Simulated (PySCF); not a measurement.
## Dipole response of Ne⁺ (neon, charge +1)

[He] 2s2 2p5, 2P determinant. Computed with PySCF 2.14 in aug-cc-pCVQZ-DK, with the spin-free X2C one-electron Hamiltonian (Gaussian nucleus). Coupled (time-dependent) response in atomic units; α is the mean over directions.

```tsv
method	mean α (bohr³)	α xx, yy, zz	C₆ (like pair)	S(−4)
UHF	1.245	1.310, 1.212, 1.212	2.142	0.4923
PBE	1.404	1.445, 1.384, 1.384	2.481	0.6965
PBE0	1.350	1.400, 1.326, 1.326	2.366	0.6222
BP86	1.399	1.440, 1.379, 1.379	2.472	0.6864
wB97X-V	1.371	1.416, 1.348, 1.348	2.413	0.6458
```

S(−4) is the Cauchy moment in α(ω) = α(0) + S(−4) ω² + …

α(iu) at UHF:

| u (hartree) | α(iu) (bohr³) |
| --- | --- |
| 0 | 1.245 |
| 0.0500 | 1.243 |
| 0.100 | 1.240 |
| 0.200 | 1.225 |
| 0.300 | 1.203 |
| 0.500 | 1.137 |
| 0.750 | 1.033 |
| 1.00 | 0.9229 |
| 1.50 | 0.7240 |
| 2.00 | 0.5697 |
| 3.00 | 0.3692 |
| 5.00 | 0.1853 |

A single London oscillator, α(iu) = α/(1 + u²/ω²), gives C₆ = (3/4) ω α². Matching the computed C₆ needs ω = 4 × 2.142 / (3 × 1.245²) = 1.84 hartree.

For an ion, C₆ is the dispersion term alone; charge-induced terms of lower order in 1/R come first.

The components differ because the open shell of this determinant is not spherical; for a pure term their mean is the scalar polarisability.
